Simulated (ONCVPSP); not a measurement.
# Before and after: ONCV potential for N (Z = 7)

nitrogen (N), optimised norm-conserving Vanderbilt (ONCV), made with ONCVPSP 4.0.1 (PBE, scalar-relativistic). Core [He], reference 2s2 2p3. Waves: 2s: rc 0.85 bohr, ncon 4, nbas 8, qcut 9.9 1/bohr, 2 projectors, debl 1.4 Ha; 2p: rc 2.45 bohr, ncon 3, nbas 7, qcut 6.3 1/bohr, 2 projectors, debl 1.2 Ha; d scattering state at 0.1 Ha: rc 2.25 bohr, ncon 3, nbas 6, qcut 4.7 1/bohr, 2 projectors, debl 1 Ha. Local part: polynomial inside 0.80 bohr (lpopt 5, dvloc0 0 Ha). Core correction: Teter function, fcfact 3, rcfact 1.25.

All-electron outer shells of the reference configuration (PBE, scalar-relativistic, ld1.x):

| shell | level (eV) | outermost node (bohr) | outermost maximum (bohr) |
| --- | --- | --- | --- |
| 1s | -384.72 | – | 0.15 |
| 2s | -18.58 | 0.32 | 1.02 |
| 2p | -7.09 | – | 0.98 |

Change: local potential polynomial inside 0.65 bohr (lpopt 5, dvloc0 0 Ha).

Cutoffs: the cutoffs (Ha) at which the residual kinetic energy of the hardest occupied pseudo-wave falls to 1 and 0.1 mHa per electron; they do not see the model core or the augmentation charge, which bear on the density cutoff. Errors are all-electron minus pseudo energies relative to the spin-unpolarised reference configuration.

Task: What does the change do?

Result: The potential gets neither clearly harder nor softer (32 Ha and 41 Ha → 32 Ha and 41 Ha); the lowest positive-energy flag moves from d at 49.4 eV to d at 23.1 eV; the errors of the 4 common tests hardly move; neither file shows a bound ghost.

```tsv
quantity	base	changed
cutoff, loose	32 Ha	32 Ha
cutoff, tight	41 Ha	41 Ha
bound ghosts	none	none
GHOST(+) flags under 300 eV	d at 49.4 eV	d at 23.1 eV
error for 2s2 2p2, meV [ΔE 13.59 eV]	+130	+130
error for 2s2 2p1, meV [ΔE 42.44 eV]	+939	+939
error for 2s2 2p0, meV [ΔE 89.53 eV]	+3293	+3293
error for 2s1 2p4, meV [ΔE 11.51 eV]	-27	-27
s: phases at 0.86 bohr within 0.05 rad from the reference energy up to (Ha; the scan ends near 5)	to the end of the scan	to the end of the scan
p: phases at 2.49 bohr within 0.05 rad from the reference energy up to (Ha; the scan ends near 5)	3.6	3.2
d: phases at 2.29 bohr within 0.05 rad from the reference energy up to (Ha; the scan ends near 5)	1.7	0.8
rms error of d²Exc/dni dnj with the model core, mHa	0.86	0.86
```
